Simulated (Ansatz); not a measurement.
The first iterations of a band of BFH4OSi (8 atoms, charge 0, multiplicity 1).

Level of theory: RKS PBE-D4/def2-SVP (Ansatz).

```json
{"movable images": "5", "climbing image": "yes", "spring": "5.0 eV/Å²", "optimiser": "quadratic models (default)", "start path": "through a guess of the saddle point", "force threshold": "0.03 eV/Å", "iteration limit": "60", "end points": "relaxed"}
```

Initial state:

```xyz
8
Properties=species:S:1:pos:R:3
O 1.724 0.487 -0.911
B 1.027 -0.231 0.008
F 1.748 -1.079 0.756
Si -0.992 -0.105 0.318
H 1.154 1.085 -1.426
H -1.294 0.335 1.727
H -1.621 0.891 -0.627
H -1.654 -1.441 0.100
```

Final state:

```xyz
8
Properties=species:S:1:pos:R:3
O 1.308 0.761 -1.090
B 0.848 -0.075 -0.126
F 1.724 -0.879 0.514
Si -1.131 -0.118 0.359
H 2.276 0.676 -1.213
H -1.319 0.278 1.802
H -1.937 0.815 -0.502
H -1.677 -1.514 0.201
```

| iteration | highest image above the first end (eV) | largest band force component (eV/Å) |
| --- | --- | --- |
| 1 | 23.477 | 147.295 |
| 2 | 11.605 | 87.781 |
| 3 | 4.855 | 34.261 |
| 4 | 1.838 | 13.666 |
| 5 | 0.855 | 4.853 |
| 6 | 0.777 | 2.297 |
| 7 | 1.020 | 2.654 |
| 8 | 0.871 | 3.074 |

Task: Does the band converge within its limit, and where does its top end?

Result: The forces met the threshold. It ended after 24 iterations with the highest image 0.468 eV above the first end. A vibrational analysis at the climbing image gives one clearly imaginary mode, 665i cm⁻¹, and a faint second one (32i cm⁻¹) that may be numerical noise or a soft torsion: probably a first-order saddle point.

The run took 4 min on 1 thread of Arm Neoverse V1, on a shared host, peak memory 0.25 GiB.
